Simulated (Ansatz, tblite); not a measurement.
Cost and result up the ladder for Si₂₁H₂₈, a nanocrystal cut from hexagonal silicon (49 atoms). Total charge 0; singlet. Geometry: PBE-D4/def2-SVP.

```xyz
49

Si    4.507    0.946    0.502
Si    3.116   -0.934    0.872
Si    0.342    0.741    3.873
Si   -1.027   -1.149    4.278
Si    1.558    3.286    1.231
Si    3.244    2.756   -0.321
Si    0.198    1.394    1.621
Si    0.898   -0.418    0.301
Si   -2.089   -1.809    2.283
Si   -0.442   -2.327    0.689
Si    2.202    2.113   -2.330
Si    0.847    0.212   -1.961
Si    1.632   -1.603   -3.229
Si   -1.432   -3.003   -1.333
Si    0.273   -3.511   -2.875
Si   -2.033    1.868    1.062
Si   -3.389   -0.036    1.442
Si   -2.086    2.501   -1.204
Si   -1.383    0.683   -2.525
Si   -4.417   -0.724   -0.562
Si   -2.740   -1.220   -2.139
H     5.175    1.348    1.794
H     5.585    0.594   -0.493
H     3.174   -1.345    2.322
H     3.586   -2.099    0.038
H     1.779    0.415    4.201
H    -0.086    1.886    4.757
H    -0.185   -2.287    4.801
H    -2.061   -0.813    5.323
H     2.175    3.730    2.535
H     0.715    4.422    0.705
H     4.140    3.951   -0.553
H    -2.972   -3.013    2.514
H     0.449   -3.430    1.215
H     3.242    1.785   -3.373
H     1.356    3.247   -2.856
H     3.056   -1.905   -2.829
H     1.630   -1.233   -4.692
H    -2.317   -4.204   -1.091
H     1.114   -4.644   -2.341
H    -0.333   -3.953   -4.184
H    -2.533    3.005    1.923
H    -4.444    0.326    2.461
H    -1.148    3.665   -1.419
H    -3.477    2.933   -1.599
H    -1.462    1.053   -3.988
H    -5.258   -1.950   -0.310
H    -5.311    0.373   -1.087
H    -3.371   -1.627   -3.450
```

Ansatz on 2 threads of AMD EPYC 7R13 on a shared host and a share (18 GiB) of an NVIDIA H100 80GB HBM3; xTB runs through tblite on one thread. Times are rough, summed over both states, and most runs start from the orbitals of an earlier one. PBE0-D4/def2-SVP serves as the yardstick here, not as an exact answer. The other state is a doublet.

The xTB rows come from tblite. Single mean-field runs in def2-SVP are fitted with def2-universal-jkfit.

Raw xTB energies of ions are shifted by several eV.

```tsv
level	functions	wall time	vertical IE (eV)	difference from PBE0-D4/def2-SVP (eV)
GFN1-xTB	245	0.81 s	12.34	4.25
GFN2-xTB	217	1.1 s	10.13	2.05
PBE0-D4/def2-SVP	518	29 s	8.08	0.00
r2SCANh-D4/def2-SVP (with forces)	518	36 s	7.95	-0.13
```
